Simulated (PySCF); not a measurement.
**5-fluoroindole, C8H6FN**

Cartesian coordinates in Å; atom numbers follow the order of the lines, from 1:
```xyz
16

F    -3.249    1.183    0.391
C    -2.057    0.588    0.263
C    -2.036   -0.790   -0.008
C    -0.825   -1.450   -0.152
C     0.349   -0.702   -0.019
N     1.666   -1.079   -0.107
C     2.468    0.014    0.098
C     1.692    1.123    0.324
C     0.327    0.693    0.255
C    -0.911    1.345    0.397
H    -2.986   -1.318   -0.101
H    -0.797   -2.521   -0.363
H     1.993   -2.015   -0.294
H     3.552   -0.080    0.068
H     2.054    2.130    0.518
H    -0.985    2.413    0.607
```

The calculation used PySCF, TDDFT CAM-B3LYP/aug-cc-pVDZ excited states, vertical, gas phase. Geometry: PBE0-D3(BJ)/def2-SVP.

Problem. How strongly do the lowest singlets absorb one photon, and two photons of half the energy?

Solution. δ for parallel linear polarisation; σ at the peak of a Lorentzian of half width 0.1 eV, single beam; Ω is circular over linear.
```csv
state,E (eV),f,photon λ (nm),δ (au),σ (GM),Ω,main
S1,4.82,0.050,514,29.1,0.25,1.25,"HOMO−1→LUMO+1 0.46, HOMO→LUMO+1 0.39"
S2,5.00,0.145,496,13.1,0.12,0.83,"HOMO→LUMO+1 0.52, HOMO−1→LUMO+1 0.33"
S3,5.20,0.003,477,20.2,0.20,1.50,HOMO→LUMO 0.91
S4,5.52,0.003,450,52.8,0.59,1.50,HOMO−1→LUMO 0.88
S5,5.78,0.004,429,93.9,1.15,1.50,"HOMO→LUMO+3 0.44, HOMO→LUMO+2 0.43"
S6,5.87,0.001,423,67,0.84,1.50,"HOMO→LUMO+3 0.43, HOMO→LUMO+2 0.41"
```

Among these, the strongest one-photon state is S2, the strongest two-photon state S5, with a dipole change of 7.2 D (relaxed, norm of the difference vector).
